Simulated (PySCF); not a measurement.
Ga(H)2(SeH) (GaH₃Se), SMILES [SeH][GaH2].

Coordinates come from a PBE0-D3(BJ)/def2-TZVP optimisation.

These are TDDFT-PBE0/def2-SVPD (PySCF) values and carry that method's errors.

Vertical excitations.  State labels are in the subgroup Cs.

```json
[
 {"state": "S1", "symmetry": "A'", "energy (eV)": "4.90", "λ (nm)": "253", "f": "0.074", "main pairs": "HOMO→LUMO 95 %"},
 {"state": "S2", "symmetry": "A\"", "energy (eV)": "5.39", "λ (nm)": "230", "f": "0.000", "main pairs": "HOMO−1→LUMO 98 %"},
 {"state": "S3", "symmetry": "A\"", "energy (eV)": "5.69", "λ (nm)": "218", "f": "0.004", "main pairs": "HOMO→LUMO+1 88 %"},
 {"state": "S4", "symmetry": "A\"", "energy (eV)": "5.83", "λ (nm)": "213", "f": "0.000", "main pairs": "HOMO−2→LUMO 94 %"},
 {"state": "S5", "symmetry": "A\"", "energy (eV)": "5.97", "λ (nm)": "208", "f": "0.073", "main pairs": "HOMO→LUMO+2 97 %"},
 {"state": "S6", "symmetry": "A'", "energy (eV)": "6.91", "λ (nm)": "179", "f": "0.006", "main pairs": "HOMO−1→LUMO+1 86 %"},
 {"state": "S7", "symmetry": "A\"", "energy (eV)": "7.13", "λ (nm)": "174", "f": "0.098", "main pairs": "HOMO→LUMO+3 92 %"},
 {"state": "S8", "symmetry": "A\"", "energy (eV)": "7.46", "λ (nm)": "166", "f": "0.000", "main pairs": "HOMO→LUMO+4 87 %"},
 {"state": "S9", "symmetry": "A'", "energy (eV)": "7.47", "λ (nm)": "166", "f": "0.475", "main pairs": "HOMO−1→LUMO+2 72 %"},
 {"state": "S10", "symmetry": "A\"", "energy (eV)": "7.61", "λ (nm)": "163", "f": "0.001", "main pairs": "HOMO→LUMO+5 89 %"},
 {"state": "T1", "symmetry": "A'", "energy (eV)": "4.03", "λ (nm)": "308", "f": "0", "main pairs": "HOMO→LUMO 99 %"},
 {"state": "T2", "symmetry": "A\"", "energy (eV)": "4.98", "λ (nm)": "249", "f": "0", "main pairs": "HOMO−1→LUMO 91 %"},
 {"state": "T3", "symmetry": "A\"", "energy (eV)": "5.29", "λ (nm)": "234", "f": "0", "main pairs": "HOMO→LUMO+1 57 %, HOMO−2→LUMO 33 %"},
 {"state": "T4", "symmetry": "A\"", "energy (eV)": "5.33", "λ (nm)": "232", "f": "0", "main pairs": "HOMO−2→LUMO 64 %, HOMO→LUMO+1 29 %"}
]
```
Triplets are in the Tamm–Dancoff approximation, which puts them higher than full response would, so one can lie above its singlet here.
